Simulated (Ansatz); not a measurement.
Reaction (ligand exchange at a Ga–S bond): `[NH2][Ga]([NH2])[SH]` + CH₃OH → `C[O][Ga]([NH2])[NH2]` + H₂S

Calculated with Ansatz (gas phase, PBE0-D4/def2-TZVP geometries, no zero-point term in ΔE). CBS: MP2 limit from def2 TZ/QZ plus the TZ coupled-cluster correction, frozen cores. This one scheme is used for every species. Functionals use def2-TZVPP. B3LYP here is the variant with VWN-RPA as its local correlation; programs differ in this. HSE06 is defined as in plane-wave codes. For Ga outer-core shells are correlated without core-valence functions, which leaves a few kJ/mol of doubt a bond. Scalar relativity is left out up to krypton. One conformer a species, not always the lowest.

```csv
level,ΔE (kJ/mol),difference from CCSD(T)/CBS
LDA (SPW92),39.7,1.7
PBE-D4,42.3,4.3
revPBE-D4,40.6,2.6
BLYP-D4,32.9,-5.1
r2SCAN-D4,39.1,1.1
B97M-V,38.0,0.0
PBE0-D4,45.0,7.0
B3LYP-D4,36.0,-2.0
r2SCAN0-D4,42.3,4.3
HSE06-D4,45.3,7.3
BHLYP-D4,38.2,0.2
CAM-B3LYP-D4,32.6,-5.4
ωB97X-V,35.8,-2.2
ωB97M-V,38.5,0.5
B2PLYP,35.0,-3.0
PBE-QIDH,42.2,4.2
PBE,43.0,5.0
revPBE,44.1,6.1
BLYP,34.5,-3.5
r2SCAN,39.6,1.6
PBE0,45.7,7.7
r2SCANh,40.9,2.9
r2SCAN0,42.7,4.7
HSE06,45.8,7.8
BHLYP,37.7,-0.3
CAM-B3LYP,33.2,-4.8
LC-ωPBE,39.1,1.1
RPA@PBE/def2-TZVPP,29.0,-9.0
HF/def2-SVP,33.0,-5.0
MP2/def2-SVP,26.7,-11.3
CCSD/def2-SVP,25.4,-12.6
CCSD(T)/def2-SVP,25.0,-13.0
SCS-MP2/def2-TZVPP,32.1,-5.9
CCSD/def2-TZVPP,33.3,-4.7
CCSD(T)/def2-TZVPP,33.4,-4.6
MP2/def2-QZVPP,37.6,-0.4
SCS-MP2/def2-QZVPP,34.2,-3.8
HF/CBS(def2),35.8,-2.2
MP2/CBS(def2),40.1,2.1
CCSD/CBS(def2),37.9,-0.1
CCSD(T)/CBS,38.0,0
```

Largest T1 diagnostic among the species: 0.013.

At CCSD(T), def2-SVP lies −13.0 kJ/mol from the extrapolated value and def2-TZVPP −4.6 kJ/mol. From r2SCAN to r2SCAN0 (25 % exact exchange), in def2-TZVPP and without D4, ΔE moves by +3.1 kJ/mol.
